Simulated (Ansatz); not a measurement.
Reaction (cleavage of the Si–Si bond): `O[SiH2][SiH3]` + `NCCO` → `OCCN[SiH3]` + `O[SiH3]`

Gas-phase electronic energies from Ansatz, PBE0-D4/def2-TZVP geometries. CCSD(T)/CBS is the MP2 limit (def2-TZVPP, def2-QZVPP) plus CCSD(T) − MP2 in def2-TZVPP, frozen cores. This one scheme is used for every species. Functionals use def2-TZVPP. Each species was taken in one conformer, which may not be the lowest.

```
        species  PBE0 energy (Eh)
`O[SiH2][SiH3]`        -657.56922
         `NCCO`        -210.23507
   `OCCN[SiH3]`        -500.82888
      `O[SiH3]`        -366.98944
```

(1) Work out ΔE.

(2) What do rigid-rotor, harmonic-oscillator terms from PBE0-D4/def2-TZVP frequencies (298.15 K, 1 bar) make of the CCSD(T)/CBS value? (Estimate.)

Largest T1 diagnostic among the species: 0.012.

Answers

(1) ΔE = (-500.82888) + (-366.98944) − (-657.56922) − (-210.23507) = -0.01403 Eh = -0.38 eV. CCSD(T)/CBS gives -0.53 eV.

(2) Computed: ΔZPE = -0.06 eV, ΔH = -0.60 eV, ΔS = -6 J/(mol·K), ΔG = -0.58 eV.

In def2-TZVPP, CCSD(T) changes the Hartree–Fock value by +0.13 eV (the triples alone add +0.01 eV) and MP2 by +0.03 eV. From PBE to PBE0 (25 % exact exchange), in def2-TZVPP and without D4, ΔE moves by −0.06 eV.
